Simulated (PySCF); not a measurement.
Compound: BH9NPSi2.
SMILES with atom numbers: `[SiH3:1][N:2]([SiH3:3])[BH:4][PH2:5]` (hydrogens: H6, H7, H8 on Si1; H9, H10, H11 on Si3; H12 on B4; H13, H14 on P5)

Computed with core-valence-separated Tamm–Dancoff BHandHLYP/aug-pcX-1 (pcseg-1 on H, def2-SVPD on Si, def2-SVPD on P) in PySCF, non-relativistic, gas phase, PBE0-D3(BJ)/def2-SVP geometry. The energies are unshifted.

What does the B 1s absorption edge look like?

```
E (eV)       f  core hole on  main final orbital
187.06  0.0822            B4         LUMO (73 %)
190.82  0.0075            B4       LUMO+1 (80 %)
191.56  0.0077            B4       LUMO+2 (68 %)
191.77  0.0079            B4       LUMO+4 (49 %)
191.91  0.0211            B4       LUMO+6 (35 %)
192.02  0.0072            B4       LUMO+5 (49 %)
192.16  0.0009            B4       LUMO+3 (74 %)
```

The first line with a tenth or more of the strongest one's intensity is at 187.06 eV (f = 0.082), with the hole on B4 (three-coordinate boron). It is also the strongest listed.

List the nitrogen K-edge absorption lines.

```
E (eV)       f  core hole on  main final orbital
398.21  0.0242            N2         LUMO (83 %)
399.44  0.0062            N2       LUMO+1 (67 %)
400.48  0.0327            N2       LUMO+6 (35 %)
400.86  0.0018            N2       LUMO+3 (37 %)
401.15  0.0037            N2              spread
401.31  0.0006            N2       LUMO+2 (39 %)
401.40  0.0057            N2      LUMO+10 (35 %)
```

The first line with a tenth or more of the strongest one's intensity is at 398.21 eV (f = 0.024), with the hole on N2 (nitrogen bridging silicon atoms). The strongest listed is at 400.48 eV (f = 0.033; N2).

Roots within 0.03 eV whose holes lie on the same, on equivalent or on shared atoms are summed into one line, and the highest roots are left out, as the search may have cut off their partners. Final orbitals are the ground state's empty Kohn–Sham orbitals.

What are the wavelength and the wavenumber of the 187.06 eV line?

λ = 12398.42 eV Å/187.06 eV = 66.280 Å; 1.5087 × 10⁶ cm⁻¹.

The list ends where the root search ended, not at a threshold.

The values belong to the conformer `[SiH3:1][N:2]([SiH3:3])[BH:4][PH2:5]`: Si1–N2–B4–P5 -174°, H–P5–B4–N2 -139°, H–P5–B4–N2 -41°.
